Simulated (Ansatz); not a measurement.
```yaml
crystal:
  periodic: [false, false, false]
  atoms:
    - {symbol: O, position_ang: [-1.826810, 0.600681, -0.445960]}
    - {symbol: Si, position_ang: [-0.430399, 0.641939, 0.646176]}
    - {symbol: C, position_ang: [0.597296, -0.871620, 0.394749]}
    - {symbol: S, position_ang: [1.084671, -1.334806, -1.296901]}
    - {symbol: H, position_ang: [-1.597460, -0.007225, -1.338580]}
    - {symbol: H, position_ang: [-1.075074, 0.983140, 1.986565]}
    - {symbol: H, position_ang: [0.189791, 1.798271, -0.115671]}
    - {symbol: H, position_ang: [-0.058115, -1.670454, 0.834955]}
    - {symbol: H, position_ang: [1.503964, -0.619611, 1.166471]}
    - {symbol: H, position_ang: [1.618427, -0.052978, -1.603763]}
basis:
  gaussian: {orbitals: "6-31G*", nuclear_model: gaussian}
total_charge: 1
magnetization: {spin_polarized: true, initial_magnetization: 1}
hamiltonian: {xc: {name: revPBE0}, dispersion: d4}
output: {forces: true}
```

```sh
$ ansatz run in.yaml --threads 2 --pin off --events-out ev --progress --plain --max-ram 4352MiB
```

It prints (some lines left out):

```
Functional definition: revPBE0
796 factors; integrals over basis functions are off by at most 7.7e-4 eV
mean field evaluation 1: about -21866.3011 eV, gradient 5.6e1 eV
mean field evaluation 2: about -21688.2781 eV, gradient 1.3e2 eV
mean field evaluation 4: about -21877.2058 eV, gradient 1.8e1 eV
mean field evaluation 8: about -21879.4204 eV, gradient 1.8e0 eV
mean field evaluation 16: about -21879.4528 eV, gradient 2.1e-3 eV
mean field -21879.45281286 eV, -804.0550604469 hartree, gradient 3.8e-5 eV, S^2 0.756019; 2 other end points of the search recorded, 0 dependent functions left out
reference -21879.45284371 eV, -804.0550615805 hartree; 25, 24 occupied and 55, 56 virtual orbitals, 796 factors
Total energy: -21879.89067037 eV, -804.0711514135 hartree
Atom 0 at    -1.826810     0.600681    -0.445960 Å, force     2.045430    -2.993799    -2.175748 eV/Å
Atom 1 at    -0.430399     0.641939     0.646176 Å, force    -3.178208     2.820420    -1.674978 eV/Å
Atom 2 at     0.597296    -0.871620     0.394749 Å, force     1.724937    -1.220503     1.496672 eV/Å
Atom 3 at     1.084671    -1.334806    -1.296901 Å, force     0.213105     2.086605     1.067445 eV/Å
Atom 4 at    -1.597460    -0.007225    -1.338580 Å, force    -1.068310     2.425077     3.246532 eV/Å
Atom 5 at    -1.075074     0.983140     1.986565 Å, force     0.807020    -0.492337    -0.575655 eV/Å
Atom 6 at     0.189791     1.798271    -0.115671 Å, force     0.499577    -0.309753     0.667786 eV/Å
Atom 7 at    -0.058115    -1.670454     0.834955 Å, force     0.968642     0.122656    -0.364689 eV/Å
Atom 8 at     1.503964    -0.619611     1.166471 Å, force    -1.673423    -0.910040    -1.896691 eV/Å
Atom 9 at     1.618427    -0.052978    -1.603763 Å, force    -0.338771    -1.528326     0.209326 eV/Å
Dipole moment:     0.571631    -0.203686     0.036828 e Å
```

It took 3.1 s on 2 threads of an AMD EPYC 7B13 on a shared host, with 0.46 GiB of host memory at the peak.
